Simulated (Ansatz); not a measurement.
Isolated molecules relaxed with PBE0-D4/def2-TZVP in Ansatz; ΔE leaves out vibrations. CCSD(T)/CBS is the MP2 limit (def2-TZVPP, def2-QZVPP) plus CCSD(T) − MP2 in def2-TZVPP, frozen cores. This one scheme is used for every species. DFT in def2-TZVPP. For Br outer-core shells are correlated without core-valence functions, which leaves a few kJ/mol of doubt a bond. Scalar relativity is left out up to krypton. One conformer a species, not always the lowest.

Consider the formal hydrolysis of a B–Cl bond: `FB(Cl)Br` + H₂O → `OB(F)Br` + HCl.

| level | ΔE (kJ/mol) |
| --- | --- |
| r2SCAN-D4 | -58.7 |
| BHLYP | -67.5 |
| SCS-MP2/def2-TZVPP | -58.6 |
| MP2/def2-QZVPP | -52.6 |

Task: What does CCSD(T)/CBS give? (Best estimate.)

Result: The calculation gave: -55.9 kJ/mol. The listed levels differ from it by -2.8, -11.6, -2.7, 3.3 kJ/mol.

Largest T1 diagnostic among the species: 0.010.

At CCSD(T), def2-SVP lies −14.0 kJ/mol from the extrapolated value and def2-TZVPP −4.2 kJ/mol. From BLYP to BHLYP (50 % exact exchange), in def2-TZVPP and without D4, ΔE moves by −7.4 kJ/mol. Leaving LDA and LC-ωPBE aside and taking each functional with its dispersion term where it has one, the values, not all of them listed here, spread over 15.3 kJ/mol, from CAM-B3LYP-D4 to revPBE-D4. LDA lies −7.1 kJ/mol from PBE without D4.
